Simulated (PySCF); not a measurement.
Species: CH12OSi4.
Numbering: `[CH3:1][Si@@H:2]([SiH3:3])[SiH2:4][SiH2:5][OH:6]` (hydrogens: H7, H8, H9 on C1; H10 on Si2; H11, H12, H13 on Si3; H14, H15 on Si4; H16, H17 on Si5; H18 on O6)

Geometry (GFN2-xTB, Å), atoms numbered from 1 in this order:
```
atom  x, y, z in Å
C1    -1.0241    0.4195    1.6466
Si2   -1.2980   -0.5081   -0.0011
Si3   -1.8971    1.0243   -1.6390
Si4    0.6470   -1.7254   -0.4349
Si5    2.5457   -0.4259   -0.4610
O6     1.8456    1.0547   -0.4537
H7    -0.7827   -0.2642    2.4559
H8    -1.9036    0.9819    1.9469
H9    -0.2009    1.1223    1.5532
H10   -2.4441   -1.4114    0.2671
H11   -1.9965    0.3839   -2.9553
H12   -3.1873    1.6890   -1.4187
H13   -0.9199    2.1066   -1.7826
H14    0.5076   -2.4316   -1.7229
H15    0.8498   -2.8382    0.5138
H16    3.4499   -0.5136    0.6963
H17    3.4366   -0.5121   -1.6270
H18    2.3634    1.8546   -0.4817
```

Theory: TDDFT CAM-B3LYP/def2-SVPD, vertical, gas phase, core orbitals frozen in the response in PySCF 2.14.0, density-fitted response routines. GFN2-xTB frequencies show an imaginary mode (20i cm⁻¹), so this geometry is no minimum at that level.

Transition dipole moments from the ground state, in atomic units and in the frame of the coordinates above (overall signs are arbitrary), for the states with f of 0.002 or more among the lowest 8:

```csv
state,E (eV),μx,μy,μz
S1,6.222,1.107,-0.198,-0.031
S2,6.539,-0.372,0.530,-0.171
S5,7.019,-0.182,0.369,-0.106
S6,7.210,-0.766,0.381,-0.393
S7,7.286,0.189,-0.057,-0.070
S8,7.385,0.104,-0.019,0.337
```

Task: Work out the oscillator strengths.

Result: f = (2/3) ΔE |μ|² with ΔE in hartree (27.2114 eV).

```tsv
state	|μ|² (au)	|μ| (D)	f
S1	1.266	2.86	0.193
S2	0.449	1.70	0.072
S5	0.180	1.08	0.031
S6	0.885	2.39	0.156
S7	0.044	0.53	0.008
S8	0.125	0.90	0.023
```

Task: Which bond between heavy atoms lies closest to the direction of the S1 transition dipole?

Result: Si2–Si4, at 24° from it; next Si4–Si5 at 45°.

Task: What angle do the transition dipoles of S1 and S5 make?

Result: |cos θ| = |μa·μb| / (|μa| |μb|) = 0.57, so θ ≈ 55° (taken between 0 and 90°, since the signs are arbitrary).

Task: What peak molar absorption coefficient would the strongest computed level give as a lone Gaussian band 0.3 eV wide at half height?

Result: ε(max) = 2.175×10⁸ f / FWHM, with the width in cm⁻¹. S1: 2.175×10⁸ × 0.1929 / 2420 ≈ 17000 L mol⁻¹ cm⁻¹.

Time: 67 s wall (with the writing of density and orbital grids); peak memory 1.1 GiB. Hardware: one thread, Arm Neoverse V1 (aarch64), no GPU, on a shared host.

One conformer stands for the species.

Without π bonds the low states may be Rydberg-like; a valence basis with one diffuse set may place them up to an eV too high.
